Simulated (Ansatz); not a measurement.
`F[SiH2][SeH]` → H• + `F[SiH][SeH]`• at 298.15 K and 1 bar (homolysis of the H–Si bond).

Isolated molecules relaxed with PBE0-D4/def2-TZVP in Ansatz; ΔE leaves out vibrations. CCSD(T)/CBS adds triple-zeta CCSD(T) − MP2 to the extrapolated MP2 energy (def2 sets, frozen cores). This one scheme is used for every species, atoms too. Open shells (•) are unrestricted, without spin–orbit coupling. For Se outer-core shells are correlated without core-valence functions, so the limit isn't a true one: a few kJ/mol of doubt a bond, and 10 to 20 or more in all where bonds break to atoms. Scalar relativity is left out up to krypton. One conformer a species, not always the lowest.

```tsv
species	CCSD(T)/CBS energy (Eh)	H − E (kJ/mol)	S (J/(mol·K))
`F[SiH2][SeH]`	-2791.46485	89.7	305.5
H•	-0.50000	6.2	114.7
`F[SiH][SeH]`•	-2790.80690	64.2	313.6
```

H − E and S are ideal-gas, rigid-rotor, harmonic terms from PBE0-D4/def2-TZVP, for one conformer and one mirror image of each species, with the whole ground term of open shells counted as degenerate. 1 Eh = 2625.50 kJ/mol, R = 8.31446 J/(mol·K).

Question: By hand: ΔE, ΔH, ΔS and ΔG.

Answer: ΔE = (-0.50000) + (-2790.80690) − (-2791.46485) = 0.15795 Eh = 414.7 kJ/mol. Δ(H − E) = 6.2 + 64.2 − 89.7 = -19.3, so ΔH = 395.4 kJ/mol. ΔS = 114.7 + 313.6 − 305.5 = 122.8 J/(mol·K). ΔG = 395.4 − 298.15 × (122.8)/1000 = 358.8 kJ/mol.

Question: By hand: the equilibrium constant, and the temperature at which ΔG would vanish if ΔH and ΔS stayed fixed.

Answer: log₁₀ K = −ΔG/(RT ln 10) = -62.9. ΔG = 0 at ΔH/ΔS = 3220 K, far beyond where these terms or the molecules hold.

The number of gas molecules changes by +1, which sets the sign of ΔS. A doubt of 5 kJ/mol in ΔE shifts log₁₀ K by 0.9 here. Other conformers and mirror images would add mixing entropy, several J/(mol·K) or more a flexible species. These are equilibria of isolated gas molecules and say nothing of rates. Largest T1 diagnostic: 0.013 (customary marks: 0.02 for closed shells, 0.045 for open ones).
